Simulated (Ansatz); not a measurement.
Born–Oppenheimer molecular dynamics of CH5GaO (8 atoms, charge 0, multiplicity 1). It starts at the highest image of a converged band. Of that band: The profile has 2 maxima (images 1, 4) with wells between them (image 2): this band takes more than one step, which may be the mechanism or a detour left from its start path. Neighbouring images differ by up to 2.4 eV, so the band resolves the path poorly. A vibrational analysis at the climbing image gives one clearly imaginary mode, 1937i cm⁻¹: a first-order saddle point.

Computed with RHF/def2-SVP in Ansatz.

```
ensemble                      : NVE (velocity Verlet)
time step                     : 0.5 fs
steps asked                   : 200
starting velocities drawn for : 100 K
seed                          : 2876
```

First frame:

```xyz
8
Properties=species:S:1:pos:R:3
Ga 0.305 -0.011 -0.556
O 0.734 0.148 1.373
H 0.540 -0.379 2.141
H 1.662 -0.143 0.388
C -1.630 0.024 -1.008
H -2.101 -0.913 -0.693
H -2.118 0.841 -0.470
H -1.808 0.152 -2.077
```

Q: What does the run give?

A: All steps were run.

```
steps done                                               : 200
time covered                                             : 100 fs
mean temperature over the second half                    : 2067 K
spread of the potential energy over the second half      : 40.3 meV per atom
mean potential energy of the second half above the start : -191.3 meV per atom
```

The conserved energy stayed within 3.5 meV per atom of its start (net change 1.1 meV per atom), so there is no drift, though single steps change it by up to 33 meV in the whole system, a sign of fast motions only just resolved. The kinetic energy rose, since the run started high on the potential surface and went downhill. It ends in pieces (CH3Ga + H2O), so much of that is their flight and rotation, not heat. A run of 0.1 ps of so small a system gives no equilibrium averages. The orbitals stay closed-shell, which can raise the energy where a bond breaks towards radicals; this wasn't checked here.

Q: What happens to the structure?

A: Between its relaxed ends the band would form O2–H4 and break Ga1–O2, Ga1–H4. These pairs go: O2–H4 1.38 → 0.82 Å, Ga1–O2 1.98 → 4.66 Å, Ga1–H4 1.66 → 3.98 Å. In the last frame they stand as after the step (other bonds may differ from the relaxed reactants and products). It ends as CH3Ga + H2O. Pairs count as bonded within 1.25 times the sum of covalent radii (0.12 Å more for H–H). The details hang on the random start.

Q: How do temperature and energy run in time?

A: 
| time (fs) | T (K) | potential energy less start (eV) | conserved less start (meV/atom) |
| --- | --- | --- | --- |
| 0 | 100 | 0.000 | 0.00 |
| 5 | 56 | 0.035 | 0.05 |
| 10 | 442 | -0.263 | 0.27 |
| 15 | 1712 | -1.268 | -2.17 |
| 20 | 1517 | -1.100 | -0.09 |
| 25 | 2283 | -1.702 | -1.13 |
| 30 | 2449 | -1.843 | -2.73 |
| 35 | 1412 | -1.014 | 0.46 |
| 40 | 1544 | -1.099 | 2.59 |
| 45 | 1613 | -1.169 | 0.54 |
| 50 | 2721 | -2.057 | -2.99 |
| 55 | 2435 | -1.822 | -1.33 |
| 60 | 2106 | -1.556 | -0.08 |
| 65 | 1980 | -1.469 | -1.39 |
| 70 | 1533 | -1.106 | 0.64 |
| 75 | 2139 | -1.597 | -1.93 |
| 80 | 2224 | -1.649 | -0.18 |
| 85 | 2307 | -1.719 | -0.91 |
| 90 | 2497 | -1.884 | -3.14 |
| 95 | 1405 | -1.007 | 0.63 |
| 100 | 1836 | -1.338 | 1.09 |

Time of the run: 5.1 min on 1 thread of Arm Neoverse V1, with other jobs on the host, peak memory 0.15 GiB.
